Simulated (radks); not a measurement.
Q: Coherent X-ray form factor from a spherical all-electron density. All-electron calculation, scalar-relativistic Kohn-Sham, Slater X-alpha with alpha = 0.667, spin-polarised, spherical densities, finite nucleus; Fermi nuclear charge, rms radius of each element as measured or else 0.836 A^(1/3) + 0.57 fm. Program: a radial shooting solver on a logarithmic mesh with Libxc functionals.

| sin(theta)/lambda (1/angstrom) | f0 (electrons) |
|---|---|
| 0.05 | 25.708 |
| 0.1 | 24.878 |
| 0.15 | 23.625 |
| 0.2 | 22.095 |
| 0.25 | 20.430 |
| 0.3 | 18.741 |
| 0.4 | 15.583 |
| 0.5 | 12.952 |
| 0.6 | 10.915 |
| 0.8 | 8.321 |
| 1 | 6.955 |
| 1.25 | 5.934 |
| 1.5 | 5.112 |
| 2 | 3.629 |

The species is in the configuration that NIST lists as its ground one. Which atom or ion scatters so?

A: The nickel ion Ni2+, [Ar] 3d8. Extrapolating in s^2 from the first two rows gives f0(0) = 26.0, near the electron count 26; among species with that count, the fall with angle is slower the higher Z, and the table is that of Z = 28; from so few rows the species is fixed only to a neighbour or two.
